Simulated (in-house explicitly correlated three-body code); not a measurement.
Computed with an exponentially correlated three-body code. Model: two electrons around a point charge, non-relativistic, variational in 260 exponentially correlated functions (energies converged to about 1e-7 hartree, or 1e-8 relative for large Z).

For two electrons in a singlet the Kohn-Sham orbital is the square root of half the density, so the exact Kohn-Sham potential and energy parts follow from the density alone, and exchange is minus half the Hartree energy. The Kohn-Sham level equals minus the binding energy of the second electron.

Command:
```bash
python run_hyl.py task.json out
```
Settings (lengths in bohr, energies in hartree):
```
Z                      1.29
interaction_strength   1
functions              260
states_tried           13
```

Run time, properties included: 40 s on 1 thread of Intel(R) Xeon(R) Platinum 8259CL CPU @ 2.50GHz (Skylake/Cascade Lake), on a shared host.

**Those bound S and P states to n = 4 that converged, binding against the one-electron ion.**

Given: nuclear charge 1.29.

Computed: one-electron threshold -0.83205 hartree.

```tsv
term	energy (hartree)	binding (eV)	quantum defect
1 1S	-1.01023101	4.8486	0.51421
2 3S	-0.852879813	0.56681	0.57918
2 1S	-0.847962342	0.433	0.37439
2 3P	?	?	?
2 1P	-0.84260118	0.28711	0.0036693
3 3S	-0.839183319	0.19411	0.57206
3 3P	-0.836828061	0.13002	0.033412
3 1P	-0.836731512	0.12739	0.0029781
4 3S	-0.835624534	0.097268	0.57016
4 1S	?	?	?
4 3P	-0.834724199	0.072769	0.034608
```

(1) What belongs in the row 2 3P?

(2) What belongs in the row 4 1S?

**Electric-dipole lines between converged S and P states, rate of the upper state's decay.**

```json
{"s state": "1 1S", "p state": "2 1P", "p minus s (eV)": "4.5614", "oscillator strength from s": "0.047809", "rate (1/s)": "1.4388e+07"}
{"s state": "1 1S", "p state": "3 1P", "p minus s (eV)": "4.7212", "oscillator strength from s": "0.014903", "rate (1/s)": "4.8047e+06"}
{"s state": "2 1S", "p state": "2 1P", "p minus s (eV)": "0.14588", "oscillator strength from s": "0.77991", "rate (1/s)": "240080"}
{"s state": "2 1S", "p state": "3 1P", "p minus s (eV)": "0.30561", "oscillator strength from s": "0.0032276", "rate (1/s)": "4360.1"}
{"s state": "4 1S", "p state": "2 1P", "p minus s (eV)": "-0.2006", "oscillator strength from s": "-0.040124", "rate (1/s)": "70062"}
{"s state": "4 1S", "p state": "3 1P", "p minus s (eV)": "?", "oscillator strength from s": "?", "rate (1/s)": "?"}
{"s state": "2 3S", "p state": "2 3P", "p minus s (eV)": "0.27201", "oscillator strength from s": "0.87367", "rate (1/s)": "935010"}
{"s state": "2 3S", "p state": "3 3P", "p minus s (eV)": "0.43679", "oscillator strength from s": "0.020043", "rate (1/s)": "55310"}
{"s state": "2 3S", "p state": "4 3P", "p minus s (eV)": "0.49404", "oscillator strength from s": "0.0034602", "rate (1/s)": "12216"}
{"s state": "3 3S", "p state": "2 3P", "p minus s (eV)": "-0.10069", "oscillator strength from s": "-0.46008", "rate (1/s)": "202390"}
{"s state": "3 3S", "p state": "3 3P", "p minus s (eV)": "?", "oscillator strength from s": "?", "rate (1/s)": "?"}
{"s state": "3 3S", "p state": "4 3P", "p minus s (eV)": "0.12134", "oscillator strength from s": "0.052814", "rate (1/s)": "11247"}
{"s state": "4 3S", "p state": "2 3P", "p minus s (eV)": "-0.19753", "oscillator strength from s": "-0.028151", "rate (1/s)": "47660"}
{"s state": "4 3S", "p state": "3 3P", "p minus s (eV)": "-0.03275", "oscillator strength from s": "-0.90053", "rate (1/s)": "41910"}
{"s state": "4 3S", "p state": "4 3P", "p minus s (eV)": "0.024499", "oscillator strength from s": "1.7798", "rate (1/s)": "15451"}
```

(3) What belongs in the row 4 1S 3 1P?

(4) What belongs in the row 3 3S 3 3P?

**Exact Kohn-Sham parts of the ground state from its density.**

Computed: total energy -1.01023101 hartree; Hartree energy 1.1515 hartree; exchange energy -0.57576 hartree; DFT correlation energy -0.040529 hartree; potential part of the DFT correlation energy -0.072288 hartree; exact minus restricted Hartree-Fock -0.040128 hartree; Kohn-Sham level -4.8486 eV; restricted Hartree-Fock level -5.3102 eV.

(5) What is the Kohn-Sham kinetic?

(6) What is the kinetic part of the DFT correlation energy?

**Density and exact potentials over r, pair density (one pair, times 4 pi r12^2) and exact minus Kohn-Sham pair density over r12.**

```tsv
radius (bohr)	radial density (electrons/bohr)	exchange potential (hartree)	intracule density (1/bohr)	Coulomb hole against Kohn-Sham (1/bohr)	correlation potential (hartree)
0.165	0.18148	-0.95954	0.0052081	-0.007317	-0.057
0.196	0.23689	-0.95282	0.0074792	-0.01003	-0.053
0.231	0.3015	-0.94437	0.010571	-0.01345	-0.049
0.273	0.37942	-0.93321	0.015027	-0.01797	-0.043
0.323	0.4696	-0.91876	0.021388	-0.02373	-0.036
0.382	0.56883	-0.90046	0.030333	-0.03083	-0.027
0.452	0.67282	-0.87752	0.042856	-0.03922	-0.018
0.534	0.77298	-0.84963	0.059901	-0.04844	-0.007
0.632	0.86156	-0.81573	0.083076	-0.05779	0.005
0.747	0.92586	-0.77619	0.1131	-0.06559	0.016
0.883	0.9562	-0.73082	0.15069	-0.06977	0.026
1.04	0.94565	-0.68131	0.19406	-0.06787	0.034
1.23	0.89109	-0.62624	0.24238	-0.05767	0.038
1.46	0.79388	-0.56691	0.2896	-0.03805	0.039
1.73	?	?	?	?	?
2.04	0.52957	-0.4491	0.33796	0.01378	0.028
2.41	?	?	?	?	?
2.85	0.26613	-0.34	0.27601	0.03988	0.012
3.37	0.16498	-0.29186	0.20819	0.03388	0.006
3.99	0.091154	-0.24868	0.13468	0.02062	0.003
4.71	0.044712	-0.21163	0.073943	0.008207	0.001
5.57	0.018631	-0.17933	0.033069	0.0009392	0
6.59	0.0064281	-0.15169	0.011764	-0.001217	0
```

(7) What belongs in the row 1.73?

(8) What belongs in the row 2.41?

Answers

(1) energy (hartree): -0.842883509; binding (eV): 0.29479; quantum defect: 0.029854.

(2) energy (hartree): -0.835229251; binding (eV): 0.086512; quantum defect: 0.36319.

(3) p minus s (eV): -0.040879; oscillator strength from s: -0.69049; rate (1/s): 50068.

(4) p minus s (eV): 0.06409; oscillator strength from s: 1.3488; rate (1/s): 80133.

(5) 0.97847 hartree.

(6) 0.03176 hartree.

(7) radial density (electrons/bohr): 0.66721; exchange potential (hartree): -0.50688; intracule density (1/bohr): 0.32485; Coulomb hole against Kohn-Sham (1/bohr): -0.01204; correlation potential (hartree): 0.035.

(8) radial density (electrons/bohr): 0.39112; exchange potential (hartree): -0.39289; intracule density (1/bohr): 0.32222; Coulomb hole against Kohn-Sham (1/bohr): 0.03305; correlation potential (hartree): 0.02.

The correlation energy of density-functional theory lies 0.4 millihartree below exact minus Hartree-Fock, because the Hartree-Fock density, unlike the exact one, minimises the Hartree-Fock energy.
